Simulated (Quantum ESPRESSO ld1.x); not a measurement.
ld1.x (Quantum ESPRESSO 7.5) input

```
 &input
    atom='Ta',
    iswitch=1,
    rel=1,
    lsd=1,
    dft='PZ',
    config='[Ar] 3d7',
    verbosity='high',
    prefix='ld1',
    max_out_wfc=37,
    file_charge='ld1.rho',
 /
```

Command: `OMP_NUM_THREADS=1 ld1.x < ld1.in > ld1.out`

Standard output:

```
     Program LD1 v.7.5 starts

     --------------------------- All-electron run ----------------------------

     scalar relativistic calculation

     atomic number is 73.00
     dft =PZ   lsd =1 sic =0 latt =0  beta=0.20 tr2=1.0E-14
     Exchange-correlation= PZ
                           (   1   1   0   0   0   0   0)
     mesh =2113 r(mesh) = 100.03704 a.u. xmin = -8.00 dx = 0.00800
     1 Ry =  13.60569312 eV, c = 137.03599908

     n l     nl                  e(Ry)          e(Ha)          e(eV)
     1 0     1S 1( 1.00)   -5150.491258222   -2575.245629111 -70076.0034920
     2 0     2S 1( 1.00)   -1049.015010335    -524.507505168 -14272.5763120
     2 1     2P 1( 3.00)    -944.844936036    -472.422468018 -12855.2702485
     3 0     3S 1( 1.00)    -376.862512369    -188.431256185  -5127.4756929
     3 1     3P 1( 3.00)    -345.757002626    -172.878501313  -4704.2636729
     3 2     3D 1( 5.00)    -312.556303013    -156.278151506  -4252.5451425
     1 0     1S 2( 1.00)   -5150.457884116   -2575.228942058 -70075.5494142
     2 0     2S 2( 1.00)   -1048.030181599    -524.015090799 -14259.1770345
     2 1     2P 2( 3.00)    -944.040867140    -472.020433570 -12844.3303339
     3 0     3S 2( 1.00)    -375.799363854    -187.899681927  -5113.0108204
     3 1     3P 2( 3.00)    -344.688997280    -172.344498640  -4689.7327199
     3 2     3D 2( 2.00)    -311.247522513    -155.623761256  -4234.7382766

     final scf error:  4.2E-15 reached in  21 iterations

     Etot =  -27499.104838 Ry,  -13749.552419 Ha, -374144.381585 eV
     Total magnetization:    3.00 Bohr mag.

     Ekin =   30527.050130 Ry,   15263.525065 Ha,  415341.676023 eV
     Encl =  -62176.801522 Ry,  -31088.400761 Ha, -845958.480873 eV
     Eh   =    4559.942620 Ry,    2279.971310 Ha,   62041.179943 eV
     Exc  =    -409.296067 Ry,    -204.648033 Ha,   -5568.756679 eV

     normalization and overlap integrals

     s(1S/1S) =  1.000000  <r> =   0.0187  <r2> =    0.0005  r(max) =   0.0117
     s(1S/2S) = -0.031095
     s(1S/3S) = -0.014107
     s(2S/2S) =  1.000000  <r> =   0.0787  <r2> =    0.0073  r(max) =   0.0668
     s(2S/3S) = -0.009007
     s(2P/2P) =  1.000000  <r> =   0.0703  <r2> =    0.0060  r(max) =   0.0547
     s(2P/3P) = -0.007174
     s(3S/3S) =  1.000000  <r> =   0.1979  <r2> =    0.0446  r(max) =   0.1844
     s(3P/3P) =  1.000000  <r> =   0.1960  <r2> =    0.0444  r(max) =   0.1815
     s(3D/3D) =  1.000000  <r> =   0.1753  <r2> =    0.0356  r(max) =   0.1462
     s(1S/1S) =  1.000000  <r> =   0.0187  <r2> =    0.0005  r(max) =   0.0117
     s(1S/2S) = -0.031112
     s(1S/3S) = -0.014080
     s(2S/2S) =  1.000000  <r> =   0.0787  <r2> =    0.0073  r(max) =   0.0668
     s(2S/3S) = -0.008997
     s(2P/2P) =  1.000000  <r> =   0.0702  <r2> =    0.0060  r(max) =   0.0547
     s(2P/3P) = -0.007164
     s(3S/3S) =  1.000000  <r> =   0.1981  <r2> =    0.0447  r(max) =   0.1844
     s(3P/3P) =  1.000000  <r> =   0.1963  <r2> =    0.0445  r(max) =   0.1815
     s(3D/3D) =  1.000000  <r> =   0.1756  <r2> =    0.0358  r(max) =   0.1462

     ------------------------ End of All-electron run ------------------------
```

Run on one thread of a shared host, so times are rough (Intel(R) Xeon(R) Processor @ 2.60GHz): 0.5 s of CPU time, 1.3 s wall, 21 iterations on 2113 mesh points.
